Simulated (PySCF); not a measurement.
Species: C₄H₅F₃N₂Si.
Geometry (PBE0-D3(BJ)/def2-SVP, Å), atoms numbered from 1 in this order:
```xyz
15
C4H5F3N2Si angstrom
F     -0.4698   -2.5692   -0.1570
C     -1.1184   -1.7237    0.6676
F     -0.7975   -2.1030    1.9119
F     -2.4238   -1.9106    0.5115
C     -0.7469   -0.3148    0.3884
C     -1.5312    0.8077    0.2847
N     -0.7501    1.9035    0.0673
C      0.4772    1.4546    0.0399
N      0.5627    0.0993    0.2323
Si     2.0704   -0.8700    0.1577
H     -2.6159    0.8677    0.3607
H      1.3684    2.0643   -0.1159
H      2.1576   -1.5877   -1.1402
H      3.1511    0.1448    0.2736
H      2.0762   -1.8158    1.3013
```

Theory: TDDFT CAM-B3LYP/def2-SVPD, vertical, gas phase, core orbitals frozen in the response (PySCF).

Broadening: Gaussians 0.5 eV wide at half height, area fixed by f = 4.319×10⁻⁹ ∫ε dν̃. The width is an assumption, not a result. The curve ends short of the highest state used, and states not computed would add to its high-energy end.

λ (nm), ε (L mol⁻¹ cm⁻¹) and a bar:
```
    167.8       6193 ###################
    169.4       3833 ############
    170.9       2340 #######
    172.5       1373 ####
    174.1        860 ###
    175.7        634 ##
    177.2        586 ##
    178.8        664 ##
    180.4        879 ###
    182.0       1277 ####
    183.5       1871 ######
    185.1       2789 ########
    186.7       4004 ############
    188.3       5443 ################
    189.8       6862 #####################
    191.4       8257 #########################
    193.0       9320 ############################
    194.6       9886 ##############################
    196.1       9893 ##############################
    197.7       9363 ############################
    199.3       8386 #########################
    200.8       7210 ######################
    202.4       5846 ##################
    204.0       4518 ##############
    205.6       3336 ##########
    207.1       2414 #######
    208.7       1642 #####
    210.3       1074 ###
    211.9        676 ##
    213.4        424 #
    215.0        250 #
    216.6        142 
    218.2         79 
    219.7         44 
    221.3         23 
    222.9         12
```

Problem. Where are the band maxima, and which computed states make them?

Solution. 195 nm (6.35 eV), ε about 10000, made up of S1 (24%) and S2 (76%) (ε in L mol⁻¹ cm⁻¹; maxima over ε = 5, shares over 10%). At its high-energy end, 7.39 eV, the curve is still rising (ε about 6200, from S7 and S8). The states used: S1 6.31 eV (f 0.044); S2 6.36 eV (f 0.141); S3 6.75 eV (f 0.0004); S4 6.88 eV (f 0.0067); S5 7.39 eV (f 0.0033); S6 7.40 eV (f 0.0085); S7 7.70 eV (f 0.256); S8 7.76 eV (f 0.065); S9 7.92 eV (f 0.0087); S10 7.99 eV (f 0.023).

Problem. On this curve, what absorbance would a 10⁻³ mol/L sample give at 222 nm over a 1 cm path?

Solution. 222 nm is 5.585 eV, where ε is about 17 L mol⁻¹ cm⁻¹, so A = ε c l ≈ 0.017 (Beer–Lambert, with the gas-phase spectrum and the assumed width).

Problem. What would ε be at 6.35 eV, the highest of these maxima, with half the width (0.25 eV)?

Solution. About 19600 L mol⁻¹ cm⁻¹ against 9950, a factor of about 1.97; a lone state at its own centre would give exactly 2.

Problem. Coming from long wavelengths, where does ε first pass 100 L mol⁻¹ cm⁻¹?

Solution. At about 218 nm (5.70 eV), 0.61 eV below S1.

The vertical ionisation energy (ΔSCF) is 9.48 eV, 1.49 eV above S10.
